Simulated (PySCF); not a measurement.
BClFHSe, SMILES FB(Cl)[SeH]. Atoms are numbered in the order given.

```xyz
5

B     -0.4545     0.5880     0.0000
Cl     0.6686     1.9328     0.0000
F     -1.7483     0.8389     0.0000
Se     0.2280    -1.2211     0.0000
H     -1.1112    -1.8302     0.0000
```
Charge 0, spin multiplicity 1.

Coordinates come from a PBE0-D3(BJ)/def2-SVP optimisation. The values are those of a single conformer.

All values below come from PBE/def2-TZVPD run with PySCF.

The molecule is in vacuum.

Computed frontier levels, gap, dipole moment and polarisability:
The highest occupied level is -6.73 eV and the lowest empty level comes out as -1.83 eV. The orbital gap is 4.90 eV and the dipole moment comes out as 1.05 D. The quadrupole, principal values (traceless, Buckingham form, about the centre of nuclear charge) is -2.86, -0.74, 3.60 D·Å and the mean static polarisability is 59.4 bohr³ (8.80 Å³). The polarisability, principal values comes out as 46.4, 54.4, 77.3 bohr³.
